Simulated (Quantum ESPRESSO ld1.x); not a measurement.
Values are calculated unless marked as measured or tabulated.
Problem. Coherent X-ray form factor from a spherical all-electron density. Level of theory: scalar-relativistic Kohn-Sham, PBEsol, spin-unpolarised, spherical densities, point nucleus (ld1.x of Quantum ESPRESSO 7.5).

sin(theta)/lambda (1/angstrom),f0 (electrons)
0.05,27.722
0.1,26.923
0.15,25.704
0.2,24.191
0.25,22.514
0.3,20.781
0.4,17.449
0.5,14.565
0.6,12.242
0.8,9.130
1,7.435
1.25,6.269
1.5,5.460
2,4.046

The species is in the configuration that NIST lists as its ground one. Which atom or ion scatters so?

Solution. The zinc ion Zn2+, [Ar] 3d10. Extrapolating in s^2 from the first two rows gives f0(0) = 28.0, near the electron count 28; among species with that count, the fall with angle is slower the higher Z, and the table is that of Z = 30; from so few rows the species is fixed only to a neighbour or two.
